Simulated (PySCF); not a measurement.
Compound: BrH9Si4.
Bonds: Si1–Si2, Si2–Si3, Si3–Si4, Si4–Br5. Hydrogens: H6, H7, H8 on Si1; H9, H10 on Si2; H11, H12 on Si3; H13, H14 on Si4.

Computed by this run: PBE0-D3(BJ)/def2-SVP geometry optimisation, gas phase in PySCF; density fitting, grid level 1; the optimiser is geomeTRIC in internal coordinates, started from a GFN2-xTB structure with every atom displaced at random (about 0.01 Å).

At the end of the run (lengths in Å): Si4–H14 1.492, Si4–H13 1.493, Si1–Si2 2.345, Si3–H12 1.497, Si2–H9 1.498, Si2–Si3 2.352, Si1–H7 1.496, Si2–Si3–Si4 106.1°, Si1–Si2–Si3 109.8°, Si3–Si4–Br5 105.2°, Si1–Si2–Si3–Si4 92°, Si2–Si3–Si4–Br5 -48°, H6–Si1–Si2–Si3 62°, H9–Si2–Si1–H6 -58°.

**Question.** These geometries were met on the way; a selection of coordinates is given. Order them by energy above the end point, lowest first.
A. Si4–H14 1.479, Si4–H13 1.480, Si1–Si2 2.322, Si3–H12 1.490, Si2–H9 1.491, Si2–Si3 2.337, Si1–H7 1.489, Si2–Si3–Si4 110.3°, Si1–Si2–Si3 113.3°, Si3–Si4–Br5 105.4°, Si1–Si2–Si3–Si4 86°, Si2–Si3–Si4–Br5 -42°, H6–Si1–Si2–Si3 76°, H9–Si2–Si1–H6 -47°
B. Si4–H14 1.490, Si4–H13 1.491, Si1–Si2 2.337, Si3–H12 1.498, Si2–H9 1.499, Si2–Si3 2.342, Si1–H7 1.496, Si2–Si3–Si4 108.9°, Si1–Si2–Si3 112.6°, Si3–Si4–Br5 105.5°, Si1–Si2–Si3–Si4 86°, Si2–Si3–Si4–Br5 -43°, H6–Si1–Si2–Si3 75°, H9–Si2–Si1–H6 -46°
C. Si4–H14 1.493, Si4–H13 1.494, Si1–Si2 2.349, Si3–H12 1.498, Si2–H9 1.499, Si2–Si3 2.351, Si1–H7 1.496, Si2–Si3–Si4 107.6°, Si1–Si2–Si3 111.9°, Si3–Si4–Br5 106.3°, Si1–Si2–Si3–Si4 87°, Si2–Si3–Si4–Br5 -45°, H6–Si1–Si2–Si3 74°, H9–Si2–Si1–H6 -46°
D. Si4–H14 1.420, Si4–H13 1.428, Si1–Si2 2.284, Si3–H12 1.456, Si2–H9 1.462, Si2–Si3 2.322, Si1–H7 1.472, Si2–Si3–Si4 115.6°, Si1–Si2–Si3 115.3°, Si3–Si4–Br5 105.5°, Si1–Si2–Si3–Si4 87°, Si2–Si3–Si4–Br5 -41°, H6–Si1–Si2–Si3 76°, H9–Si2–Si1–H6 -48°

**Answer.** C (0.007 eV), B (0.022 eV), A (0.066 eV), D (0.368 eV).

```
step  E above end (eV)  rms distance from the end, all atoms (Å)  largest force (eV/Å)  rms shift of all bonds from the end (Å)
   4             0.007                                     0.138                 0.079                                    0.001
   2             0.022                                     0.158                 0.343                                    0.006
   1             0.066                                     0.165                 0.735                                    0.012
   0             0.368                                     0.201                 2.016                                    0.038
```

Rows stand in the order of the answer.
